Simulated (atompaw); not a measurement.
**u(r) = r·R(r): atom against pseudo-atom (Al)**

Columns: radius, all-electron u(r) and pseudo u(r) of the 3p shell (level -2.71 eV) of aluminium in the configuration [He] 2s2 2p6 3s2 3p1; PBE, scalar-relativistic, PAW (atompaw) scheme, atompaw 4.2.0.5.

```csv
r (bohr),all-electron,pseudo
0.050,-0.0249,-0.0013
0.100,-0.0731,-0.0051
0.150,-0.1223,-0.0111
0.200,-0.1628,-0.0188
0.250,-0.1916,-0.0274
0.300,-0.2084,-0.0363
0.350,-0.2142,-0.0446
0.400,-0.2105,-0.0514
0.450,-0.1991,-0.0559
0.500,-0.1815,-0.0575
0.550,-0.1591,-0.0557
0.600,-0.1332,-0.0500
0.650,-0.1047,-0.0402
0.700,-0.0744,-0.0266
0.750,-0.0431,-0.0091
0.800,-0.0112,0.0117
0.850,0.0208,0.0353
0.900,0.0526,0.0612
0.950,0.0839,0.0885
1.000,0.1146,0.1168
1.050,0.1444,0.1453
1.100,0.1733,0.1736
1.150,0.2011,0.2012
1.200,0.2279,0.2279
1.250,0.2535,0.2535
1.300,0.2779,0.2779
```

Q: How many radial nodes do the two functions have?

A: The all-electron 3p function has n − l − 1 = 1; the pseudo-wave has 1, since 1 lower shell of the same l stays in the valence.

Q: Is the pseudo-wave norm-conserving?

A: No, it belongs to a PAW set: the norm inside the radius is not constrained, and the difference is carried by the augmentation charge.
